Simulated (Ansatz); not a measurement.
`CO[CH2][ZnH]` + CH₃SH → `C[S][ZnH]` + dimethyl ether at 298.15 K and 1 bar (ligand exchange at a Zn–C bond).

Isolated molecules relaxed with PBE0-D4/def2-TZVP in Ansatz; ΔE leaves out vibrations. CCSD(T)/CBS adds triple-zeta CCSD(T) − MP2 to the extrapolated MP2 energy (def2 sets, frozen cores). This one scheme is used for every species. For Zn outer-core shells are correlated without core-valence functions, which leaves a few kJ/mol of doubt a bond. Scalar relativity is left out up to krypton. Each species was taken in one conformer, which may not be the lowest.

```csv
species,CCSD(T)/CBS energy (Eh),H − E (kJ/mol),S (J/(mol·K))
`CO[CH2][ZnH]`,-1933.21491,215.4,325.6
CH₃SH,-438.22835,133.0,253.2
`C[S][ZnH]`,-2216.62619,134.7,313.9
`COC`,-154.86276,223.4,264.2
```

H − E and S are ideal-gas, rigid-rotor, harmonic terms from PBE0-D4/def2-TZVP, for one conformer and one mirror image of each species. 1 Eh = 2625.50 kJ/mol, R = 8.31446 J/(mol·K).

Task: By hand: ΔE, ΔH, ΔS and ΔG.

Result: ΔE = (-2216.62619) + (-154.86276) − (-1933.21491) − (-438.22835) = -0.04569 Eh = -120.0 kJ/mol. Δ(H − E) = 134.7 + 223.4 − 215.4 − 133.0 = 9.7, so ΔH = -110.3 kJ/mol. ΔS = 313.9 + 264.2 − 325.6 − 253.2 = -0.7 J/(mol·K). ΔG = -110.3 − 298.15 × (-0.7)/1000 = -110.1 kJ/mol.

Task: By hand: the equilibrium constant, and the temperature at which ΔG would vanish if ΔH and ΔS stayed fixed.

Result: log₁₀ K = −ΔG/(RT ln 10) = 19.3. ΔG = 0 at ΔH/ΔS = 157571 K, far beyond where these terms or the molecules hold.

The number of gas molecules stays the same, so ΔS is small and ΔH decides. A doubt of 5 kJ/mol in ΔE shifts log₁₀ K by 0.9 here. Other conformers and mirror images would add mixing entropy, several J/(mol·K) or more a flexible species. These are equilibria of isolated gas molecules and say nothing of rates. Largest T1 diagnostic: 0.014 (customary marks: 0.02 for closed shells, 0.045 for open ones).
